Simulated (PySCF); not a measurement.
# `InChI=1S/C5H8OS/c6-7-3-4-1-5(7)2-4/h4-5H,1-3H2/t4-,5+,7-/m0/s1`

Molfile (atoms numbered from 1):
```
C5H8OS
     RDKit          3D

 15 16  0  0  0  0  0  0  0  0999 V2000
    0.7523    2.5628   -0.1236 O   0  0  0  0  0  0  0  0  0  0  0  0
    0.7780    1.3195   -0.8916 S   0  0  0  0  0  4  0  0  0  0  0  0
    1.4347   -0.0107    0.2497 C   0  0  0  0  0  0  0  0  0  0  0  0
    0.1803   -0.8117    0.5247 C   0  0  1  0  0  0  0  0  0  0  0  0
   -0.8969    0.2421    0.8291 C   0  0  0  0  0  0  0  0  0  0  0  0
   -0.8664    0.4815   -0.6755 C   0  0  2  0  0  0  0  0  0  0  0  0
   -0.4764   -0.9816   -0.8557 C   0  0  0  0  0  0  0  0  0  0  0  0
    2.2060   -0.5776   -0.2669 H   0  0  0  0  0  0  0  0  0  0  0  0
    1.8494    0.4782    1.1277 H   0  0  0  0  0  0  0  0  0  0  0  0
    0.3135   -1.6695    1.1819 H   0  0  0  0  0  0  0  0  0  0  0  0
   -0.6132    1.0847    1.4582 H   0  0  0  0  0  0  0  0  0  0  0  0
   -1.8347   -0.1866    1.1765 H   0  0  0  0  0  0  0  0  0  0  0  0
   -1.6748    0.9565   -1.2201 H   0  0  0  0  0  0  0  0  0  0  0  0
   -1.3324   -1.6532   -0.8433 H   0  0  0  0  0  0  0  0  0  0  0  0
    0.1762   -1.2264   -1.6930 H   0  0  0  0  0  0  0  0  0  0  0  0
  1  2  2  0
  2  3  1  1
  3  4  1  0
  4  5  1  0
  5  6  1  0
  6  7  1  0
  6  2  1  0
  7  4  1  0
  3  8  1  0
  3  9  1  0
  4 10  1  1
  5 11  1  0
  5 12  1  0
  6 13  1  6
  7 14  1  0
  7 15  1  0
M  END
```

Method used: PySCF 2.14.0, TDDFT PBE0/def2-SVPD circular dichroism and optical rotation, one conformer, gas phase. Geometry: GFN2-xTB.

States above about 6.7 eV (minus the energy of the highest occupied orbital) lie near or above the ionisation threshold and depend on the basis.

Question: Draw the ECD and absorption spectra from the lowest 16 states, each a Gaussian of half-width 0.2 eV at 1/e height.

Answer: 
```csv
E (eV),λ (nm),Δε (L mol⁻¹ cm⁻¹),ε (L mol⁻¹ cm⁻¹)
5.23,237,-0.01,3.91
5.33,233,-0.09,37.2
5.43,228,-0.55,215
5.53,224,-2.03,755
5.63,220,-4.96,1640
5.73,216,-8.89,2250
5.83,213,-12.71,2100
5.93,209,-14.10,1580
6.03,206,-10.91,1410
6.13,202,-5.46,2020
6.23,199,-1.74,2920
6.33,196,-0.34,2950
6.43,193,-0.52,2110
6.53,190,-3.61,1770
6.63,187,-10.33,2490
6.73,184,-14.13,3320
6.83,182,-9.19,3320
6.93,179,-2.77,2640
7.03,176,-2.22,1820
7.13,174,-4.42,1380
7.23,171,-5.21,1960
7.33,169,-3.55,3840
7.43,167,+2.59,6090
7.53,165,+15.73,7490
7.63,162,+30.97,8160
7.73,160,+37.65,8580
7.83,158,+34.39,8380
7.93,156,+29.30,6970
```
Δε uses R in velocity form, ε uses f in length form. Only the states computed contribute, so the short-wavelength end is incomplete.
